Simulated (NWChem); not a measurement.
Species: C₂H₅FOSi; SMILES C(=C)[SiH](F)O

```xyz
10

Si     0.0075    -0.5164    -0.4262
O      0.7710    -1.6843     0.4638
F     -1.5562    -0.4175    -0.0224
C      0.7190     1.1752    -0.1314
C     -0.0265     2.2044     0.2948
H      0.1028    -0.9862    -1.8231
H      0.9146    -1.4855     1.4001
H      1.7823     1.3446    -0.3135
H      0.3886     3.1964     0.4678
H     -1.0914     2.0933     0.4875
```
Atoms are numbered in this order, from 1.

Results from NWChem. Structure relaxed at the B3LYP/6-31G* (spherical d) level. Vzz is the largest principal value of the second derivative of the potential at the nucleus (NWChem prints the opposite sign); η is the asymmetry. Non-relativistic.

Q: What does the run give for Hartree-Fock/def2-TZVP? Quantities: Vzz O2 (a.u.); η O2.

A: 
```json
{
 "Vzz O2 (a.u.)": "1.454",
 "η O2": "0.51"
}
```
